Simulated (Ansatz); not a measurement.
B2F3, doublet, at a GFN2-xTB geometry. Base run: CAM-B3LYP/6-311G** (Ansatz, a quantum-chemistry and plane-wave program).

Geometry (Å):
```xyz
5

F      2.2880    -0.2513    -0.0378
B      1.0148    -0.1255     0.0861
B     -0.5366     0.0583     0.0138
F     -1.1533     1.2467     0.1417
F     -1.4004    -0.9580    -0.1594
```
Charge 0, spin multiplicity 2.
Orbitals are unrestricted.
All else is at Ansatz's defaults.
Base energy -349.30880 Eh.

The base run was repeated with changes; each row names its change, and settings that it needs were set with it.

```
change                              ΔE vs base (kcal/mol)
----------------------------------  ---------------------
base                                                0.000
forces = on                                        -0.002
lower_state_search = full                           0.000
final_grid = 14, 28, 59                             0.001
accuracy = high                                    -0.001
lower_state_search = light                          0.000
final_grid = 6, 12, 29                              0.001
nuclear_model = gaussian                            0.044
final_grid = 10, 20, 41                             0.000
final_grid = 4, 8, 17                              -0.032
fitting.mean_field = cc-pVTZ-JKFIT                 -0.008
```
